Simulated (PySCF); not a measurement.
Ga(OH)2(SeH) (GaH₃O₂Se), SMILES [OH][Ga]([OH])[SeH].

Geometry: PBE0-D3(BJ)/def2-SVP. The structure was generated by enumeration; whether it is a known compound was not checked. Other conformers were not sampled.

The numbers are results of PySCF with PBE0-D3(BJ)/def2-SVP, not measurements.

Frequencies are harmonic and unscaled.

Computed normal modes with their intensities:
| mode | ν (cm⁻¹) | IR (km/mol) | moving atoms (share of kinetic energy) |
|---|---|---|---|
| 1 | 115 | 5.8 | O 54 %, Ga 24 %, Se 13 %, H 9 % |
| 2 | 167 | 6.7 | Ga 47 %, O 42 % |
| 3 | 178 | 21.6 | O 73 %, H 13 %, Se 11 % |
| 4 | 198 | 55.5 | H 95 % |
| 5 | 297 | 19.6 | Se 45 %, Ga 45 %, O 8 % |
| 6 | 299 | 106.9 | H 90 %, O 10 % |
| 7 | 338 | 80.9 | H 90 %, O 10 % |
| 8 | 617 | 1.3 | H 96 % |
| 9 | 698 | 86.3 | O 86 %, Ga 13 % |
| 10 | 736 | 118.9 | O 73 %, Ga 22 % |
| 11 | 798 | 69.0 | H 88 % |
| 12 | 830 | 118.1 | H 89 %, O 8 % |
| 13 | 2458 | 1.9 | H 99 % |
| 14 | 3902 | 88.9 | H 94 % |
| 15 | 3924 | 76.5 | H 94 % |
